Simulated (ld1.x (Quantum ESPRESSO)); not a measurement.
**In (Z = 49): PAW pseudisation with PBE, scalar-relativistic reference atom.**

```
Element                 : In (Z = 49)
Generator               : ld1.x (Quantum ESPRESSO) 7.5
Type                    : PAW
Functional              : PBE
Relativity              : scalar-relativistic
Frozen core             : [Kr]
Valence charge          : 13
Reference configuration : 4d10 5s2 5p0 (charge +1)
Partial waves           : 5s (bound): rcut 1.30, rcutus 1.80 bohr; 5s channel at 0.4 Ry: rcut 1.30, rcutus 1.80 bohr; 5p (bound, empty): rcut 2.55, rcutus 3.05 bohr; 5p channel at 1.1 Ry: rcut 2.55, rcutus 3.05 bohr; 4d (bound): rcut 1.40, rcutus 1.90 bohr; 4d channel at -1.25 Ry: rcut 1.40, rcutus 1.90 bohr
Local potential         : all-electron potential smoothed inside 1.60 bohr (lloc = -1)
Core correction         : a·sin(br)/r model core inside 1.10 bohr
Augmentation charge     : BG, radius 0.95 bohr
```

Does this generation succeed?

No. ld1.x (Quantum ESPRESSO) 7.5 stopped with "run_pseudo: Errors in PS-KS equation": the pseudo-atom solver did not find the valence states with the expected number of nodes, which is the usual sign of a ghost state. Before that it printed "Warning: n=1, l=0 expected 0 nodes, found 1".
